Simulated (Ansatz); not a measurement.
# A ladder of methods for SiF3 (trifluorosilyl)

SiF3: 4 atoms, total charge 0, spin state doublet. As SMILES, `F[Si](F)F`. The shape is that of a PBE0-D4/def2-TZVP optimisation.

| atom | x (Å) | y (Å) | z (Å) |
| --- | --- | --- | --- |
| F | 0.7849 | -0.5070 | 1.1517 |
| Si | -0.2828 | 0.2131 | 0.2343 |
| F | -0.9943 | -0.8922 | -0.6443 |
| F | 0.4922 | 1.1862 | -0.7416 |

Each level gives the energy change with the F1–Si2 bond stretched from 1.581 to 2.372 Å (eV). The values are calculated.

```json
{"level": "USVWN5/STO-3G", "kind": "LDA", "program": "Ansatz", "value (eV)": "2.52", "less FCI/STO-3G": "+0.74"}
{"level": "U-revPBE/STO-3G", "kind": "GGA", "program": "Ansatz", "value (eV)": "1.95", "less FCI/STO-3G": "+0.17"}
{"level": "U-wB97M-V/STO-3G", "kind": "range-separated hybrid", "program": "Ansatz", "value (eV)": "2.44", "less FCI/STO-3G": "+0.66"}
{"level": "UHSE06/STO-3G", "kind": "range-separated hybrid", "program": "Ansatz", "value (eV)": "2.34", "less FCI/STO-3G": "+0.56"}
{"level": "UB2PLYP/STO-3G", "kind": "double hybrid", "program": "Ansatz", "value (eV)": "2.20", "less FCI/STO-3G": "+0.42"}
{"level": "UMP2/STO-3G", "kind": "perturbation theory", "program": "Ansatz", "value (eV)": "1.88", "less FCI/STO-3G": "+0.10"}
{"level": "UCCSDT(Q)/STO-3G", "kind": "coupled cluster or CI", "program": "Ansatz", "value (eV)": "1.78", "less FCI/STO-3G": "0.00"}
{"level": "UCCSDT/STO-3G", "kind": "coupled cluster or CI", "program": "Ansatz", "value (eV)": "1.79", "less FCI/STO-3G": "+0.01"}
{"level": "FCI/STO-3G", "kind": "exact in the basis", "program": "Ansatz", "value (eV)": "1.78", "less FCI/STO-3G": "0.00"}
```

FCI/STO-3G is exact within its basis and frozen core, so for wave-function methods in that basis the difference is their error; functionals converge differently with the basis, so for them it is only a difference. The first shape isn't each level's own minimum. The values span 1.78 to 2.52 eV. All rows use very small basis sets, so even the best lies far from the true value.
